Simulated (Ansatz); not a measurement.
Consider the redistribution: `[OH][GeH]([Cl])[Br]` + `[NH]=[Mo](=[NH])([F])[F]` → `[F][GeH]([Cl])[Br]` + `[NH]=[Mo](=[NH])([OH])[F]`.

Isolated molecules relaxed with PBE0-D4/def2-TZVP in Ansatz; ΔE leaves out vibrations. CCSD(T)/CBS adds triple-zeta CCSD(T) − MP2 to the extrapolated MP2 energy (def2 sets, frozen cores). Functionals use def2-TZVPP. HSE06 is defined as in plane-wave codes. Elements past krypton have def2 core potentials. For Br, Ge, Mo outer-core shells are correlated without core-valence functions, which leaves a few kJ/mol of doubt a bond. Scalar relativity is left out up to krypton. One conformer a species, not always the lowest.

```
             level  ΔE (kJ/mol)  difference from CCSD(T)/CBS
        r2SCANh-D4          9.2                          2.1
          HSE06-D4          9.0                          1.9
          BHLYP-D4          7.2                          0.1
               PBE          9.9                          2.8
              BLYP          8.6                          1.5
             BHLYP          7.5                          0.4
         CAM-B3LYP          8.4                          1.3
      MP2/def2-SVP          7.2                          0.1
     CCSD/def2-SVP          6.7                         -0.4
SCS-MP2/def2-QZVPP          7.5                          0.4
       CCSD(T)/CBS          7.1                            0
```

Largest T1 diagnostic among the species: 0.022, so the coupled-cluster value is less sure than usual.

Leaving LDA and LC-ωPBE aside and taking each functional with its dispersion term where it has one, the values, not all of them listed here, spread over 2.5 kJ/mol, from BHLYP-D4 to revPBE-D4.

CCSD(T)/CBS has its own doubt, a few kJ/mol and more with outer-core shells, so smaller differences from it don't rank the levels.
